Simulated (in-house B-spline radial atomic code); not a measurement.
A fraction x of an electron is removed from 4p in Kr, starting from [Ar] 3d10 4s2 4p6 and keeping the highest spin. Level of theory: scalar-relativistic (X2C) wB97X, spin-polarised, spherical fractional occupations, Fermi nucleus of rms radius 4.1884 fm; calculated with a radial B-spline atomic code at the basis-set limit.

Caution: exact exchange at fractional occupations of open shells leaves self-interaction of up to several eV.

```tsv
x	E(x) - E(0) (eV)	4p down level (eV)
0	0.0000	-13.189
0.11	1.4918	-13.937
0.15	2.0547	-14.212
0.34	4.8804	-15.538
0.39	5.6662	-15.893
0.5	7.4576	-16.681
0.56	8.4715	-17.115
0.74	11.6707	-18.436
0.81	12.9795	-18.958
0.96	15.9077	-20.089
1	16.7174	-20.393
```

The exact functional would give a straight line between the two integer points. Deviations E(x) - E(0) - x[E(1) - E(0)], in eV: -0.347 at x = 0.11, -0.453 at x = 0.15, -0.804 at x = 0.34, -0.854 at x = 0.39, -0.901 at x = 0.5, -0.89 at x = 0.56, -0.7 at x = 0.74, -0.562 at x = 0.81, -0.141 at x = 0.96.

The curve lies below the straight line by up to 0.901 eV (at x = 0.5): convex, the delocalisation error, to which spherically averaged exact exchange adds.

How well does Slater's transition state (minus the level at half occupation) give the ionisation energy?

It gives 16.681 eV against 16.717 eV from the two total energies; NIST lists 14.00 eV, ground level to ground level. The end point has an open shell averaged over its orbitals, so its exact exchange keeps a self-interaction and this is no true integer point.
